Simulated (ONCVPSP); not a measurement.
**How hard is this Au (Z = 79) ONCV potential?**

- Element: gold
- Generator: ONCVPSP 4.0.1
- Type: optimised norm-conserving Vanderbilt (ONCV)
- Functional: PBE
- Relativity: scalar-relativistic
- Frozen core: [Xe] 4f14
- Valence charge: 11
- Reference configuration: 5d10 6s1
- Partial waves: 6s: rc 3.06 bohr, ncon 3, nbas 6, qcut 2.9 1/bohr, 1 projector; p scattering state at 0.28 Ha: rc 3.06 bohr, ncon 3, nbas 6, qcut 2.6 1/bohr, 2 projectors, debl 3.4 Ha; 5d: rc 1.66 bohr, ncon 4, nbas 9, qcut 6.8 1/bohr, 2 projectors, debl 3.1 Ha
- Local potential: polynomial inside 1.28 bohr (lpopt 5, dvloc0 -1 Ha)
- Core correction: Teter function fitted to the true core (icmod 2), fcfact 0.3

In the p channel the program set the typed energies aside and used 0.050, 3.450 Ha.

Q: For each optimised wave give the share of its norm inside rc, the residual kinetic energy above qcut (Ha) and the cutoffs (Ha) for errors of 10, 1, 0.1 and 0.01 mHa per electron.

A:

```json
{"wave": "6s", "norm inside rc": "0.635", "residual KE": "5.6e-05", "10 mHa": "1.8", "1 mHa": "3.1", "0.1 mHa": "4.1", "0.01 mHa": "10.3"}
{"wave": "p projector 1", "norm inside rc": "0.439", "residual KE": "2.5e-04", "10 mHa": "0.8", "1 mHa": "2.4", "0.1 mHa": "6.9", "0.01 mHa": "15.1"}
{"wave": "p projector 2", "norm inside rc": "0.218", "residual KE": "1.7e-01", "10 mHa": "10.0", "1 mHa": "17.2", "0.1 mHa": "32.5", "0.01 mHa": "70.4"}
{"wave": "5d", "norm inside rc": "0.613", "residual KE": "8.5e-05", "10 mHa": "15.5", "1 mHa": "19.4", "0.1 mHa": "23.3", "0.01 mHa": "68.4"}
{"wave": "d projector 2", "norm inside rc": "0.096", "residual KE": "1.8e-04", "10 mHa": "16.3", "1 mHa": "20.5", "0.1 mHa": "24.1", "0.01 mHa": "39.0"}
```

The occupied waves need 19 Ha and 23 Ha for 1 and 0.1 mHa. Note: ghosts flagged at negative energy: s at -179.8 eV; GHOST(+) flagged for p at 6.8 eV. A true bound ghost makes a file unfit for plane-wave use. 1 of 4 tests not solved or not reliable.
